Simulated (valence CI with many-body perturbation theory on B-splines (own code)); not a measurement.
**O IV: electric-dipole lines**

Level of theory: valence CI with perturbative core correlation (CI+MBPT): three valence electrons over a frozen Dirac-Fock core [He], a basis of 11 s, 11 p, 10 d, 8 f, 5 g, 2 h functions for each j, with the one-electron correlation potential Σ1, the two-electron term Σ2, the three-electron term Σ3, Breit, model QED; selected CI, second order for the rest, scaled by the run's own slope (own B-spline code, finite nucleus).

Set against measurement, 55 paired levels are off by 115 cm⁻¹ on average, the worst by 261. These come from a selection out of Moore, Selected Tables of Atomic Spectra, NSRDS-NBS 3, section 10. Levels without a partner in it may be off by more.

Lines 151 to 200 of 587 in falling wavelength, among levels below 586020 cm⁻¹, chosen from the strongest by gf and those to the six lowest levels. Wavelengths and rates use the calculated energies, so an error of 100 cm⁻¹ moves a line at 3381 Å by 0.34 % and its rate by three times that or more. Electric multipoles are in the length gauge, E1 and E2 with the static RPA response of the core. Weak lines are less certain than strong ones. Lines between different terms over intervals too small for the method are left out, as are lines whose strength nearly cancels. Where a level lies close to another of its J and parity, the split of strength between their lines is uncertain. The highest levels of a list are the least certain.

Names give the largest LS component (configuration and term), which can be under half, so a name can repeat, a term be missing and a line seem to break the LS rules; names also repeat where a configuration has a term twice. Letters in brackets count levels of one name in rising energy.

```tsv
λ vac (Å)	λ from measured levels	Upper	Lower	A (s⁻¹)	S (a.u.) with core polarisation	S without
3381	3382	2s2p3p ⁴D_5/2	2s2p3s ⁴P°_3/2	7.18e+07	8.22e+00	8.23e+00
3376		2s2p3d ⁴P°_5/2	2s2p3p ⁴S_3/2	7.51e+07	8.56e+00	8.56e+00
3375		2s2p3p ²D_3/2 [a]	2s2p3s ²P°_3/2 [a]	1.69e+07	1.28e+00	1.28e+00
3364	3364	2s2p3d ⁴P°_3/2	2s2p3p ⁴S_3/2	7.33e+07	5.50e+00	5.50e+00
3355	3355	2s2p3d ⁴P°_1/2	2s2p3p ⁴S_3/2	7.23e+07	2.70e+00	2.70e+00
3347		2s2p3p ²D_5/2 [a]	2s2p3s ²P°_3/2 [a]	1.01e+08	1.12e+01	1.12e+01
3345		2s2p3p ²D_3/2 [a]	2s2p3s ²P°_1/2 [a]	8.36e+07	6.18e+00	6.18e+00
3232		2s²6f ²F°_7/2	2s2p3p ²D_5/2 [b]	4.29e+07	5.71e+00	5.71e+00
3229		2s²6p ²P°_1/2	2s²5s ²S_1/2	1.81e+07	6.01e-01	6.01e-01
3229		2s²6f ²F°_5/2	2s2p3p ²D_3/2 [b]	4.02e+07	4.00e+00	4.00e+00
3221		2s²6p ²P°_3/2	2s²5s ²S_1/2	1.78e+07	1.17e+00	1.17e+00
3217	3217	2s2p3p ²P_1/2 [b]	2s2p3s ²P°_3/2 [b]	3.27e+07	1.08e+00	1.08e+00
3216	3216	2s2p3p ²P_1/2 [b]	2s2p3s ²P°_1/2 [b]	6.39e+07	2.10e+00	2.10e+00
3212		2s2p3d ⁴D°_7/2	2s2p3p ⁴D_7/2	2.62e+07	3.42e+00	3.42e+00
3210	3211	2s2p3p ²P_3/2 [b]	2s2p3s ²P°_3/2 [b]	8.05e+07	5.26e+00	5.26e+00
3209	3210	2s2p3p ²P_3/2 [b]	2s2p3s ²P°_1/2 [b]	1.69e+07	1.10e+00	1.10e+00
3202		2s2p3d ⁴D°_3/2	2s2p3p ⁴D_5/2	9.79e+06	6.34e-01	6.34e-01
3197		2s2p3d ⁴D°_5/2	2s2p3p ⁴D_5/2	1.83e+07	1.77e+00	1.76e+00
3188		2s2p3d ⁴D°_3/2	2s2p3p ⁴D_3/2	1.25e+07	8.00e-01	7.99e-01
3183		2s2p3d ⁴D°_5/2	2s2p3p ⁴D_3/2	6.19e+06	5.91e-01	5.91e-01
3118		2s2p3d ²P°_3/2 [b]	2s2p3p ²P_3/2 [b]	3.11e+07	1.86e+00	1.86e+00
3114		2s2p3d ²P°_1/2 [b]	2s2p3p ²P_1/2 [b]	2.56e+07	7.62e-01	7.61e-01
3073		2s²3p ²P°_1/2	2s²3s ²S_1/2	1.28e+08	3.66e+00	3.66e+00
3065		2s²3p ²P°_3/2	2s²3s ²S_1/2	1.29e+08	7.31e+00	7.31e+00
3059	3053	2s²4s ²S_1/2	2s2p3s ²P°_3/2 [a]	5.40e+07	1.53e+00	1.53e+00
3035	3029	2s²4s ²S_1/2	2s2p3s ²P°_1/2 [a]	2.72e+07	7.49e-01	7.50e-01
3023	3001	2s²5d ²D_5/2	2s2p3s ²P°_3/2 [b]	7.84e+06	6.42e-01	6.42e-01
3023	3034	2s2p3p ²D_3/2 [b]	2s2p3d ²P°_1/2 [a]	1.09e+07	5.94e-01	5.94e-01
3016	3041	2s2p3s ²P°_3/2 [b]	2s²4s ²S_1/2	1.41e+07	7.66e-01	7.66e-01
3006	3018	2s2p3p ²D_5/2 [b]	2s2p3d ²P°_3/2 [a]	1.30e+07	1.04e+00	1.04e+00
2987	2983	2s2p3s ²P°_3/2 [a]	2s²3d ²D_5/2	1.12e+07	5.87e-01	5.87e-01
2924		2s2p3d ²D°_3/2 [a]	2s2p3p ²P_3/2 [a]	1.94e+07	9.59e-01	9.59e-01
2919		2s2p3d ²D°_5/2 [a]	2s2p3p ²P_3/2 [a]	1.24e+08	9.16e+00	9.16e+00
2914		2s2p3d ²D°_3/2 [a]	2s2p3p ²P_1/2 [a]	1.04e+08	5.09e+00	5.09e+00
2836	2837	2s2p3p ⁴S_3/2	2s2p3s ⁴P°_5/2	7.74e+07	3.48e+00	3.49e+00
2830		2s2p3d ⁴P°_5/2	2s2p3p ⁴D_7/2	1.56e+07	1.05e+00	1.05e+00
2816	2817	2s2p3p ⁴S_3/2	2s2p3s ⁴P°_3/2	5.81e+07	2.56e+00	2.56e+00
2805	2807	2s2p3p ⁴S_3/2	2s2p3s ⁴P°_1/2	3.11e+07	1.36e+00	1.36e+00
2804	2804	2s2p3d ⁴P°_3/2	2s2p3p ⁴D_5/2	1.25e+07	5.43e-01	5.44e-01
2797	2806	2s2p3p ²P_3/2 [b]	2s2p3d ²P°_3/2 [a]	1.68e+07	7.27e-01	7.27e-01
2786	2797	2s2p3p ²S_1/2 [b]	2s2p3s ²P°_3/2 [b]	3.86e+07	8.24e-01	8.24e-01
2762	2760	2s²5p ²P°_1/2	2s²4d ²D_3/2	1.61e+08	3.34e+00	3.34e+00
2761	2759	2s²5p ²P°_3/2	2s²4d ²D_5/2	1.44e+08	6.00e+00	6.00e+00
2760	2759	2s²5p ²P°_3/2	2s²4d ²D_3/2	1.60e+07	6.66e-01	6.66e-01
2698		2s²7s ²S_1/2	2s²5p ²P°_3/2	4.49e+07	8.71e-01	8.71e-01
2697		2s²7s ²S_1/2	2s²5p ²P°_1/2	2.25e+07	4.35e-01	4.35e-01
2586		2s²5d ²D_5/2	2s²4f ²F°_7/2	1.90e+07	9.71e-01	9.71e-01
2585		2s²5d ²D_3/2	2s²4f ²F°_5/2	2.01e+07	6.85e-01	6.85e-01
2540	2543	2s²5s ²S_1/2	2s²4p ²P°_3/2	3.46e+08	5.59e+00	5.59e+00
2537	2540	2s²5s ²S_1/2	2s²4p ²P°_1/2	1.72e+08	2.78e+00	2.78e+00
```
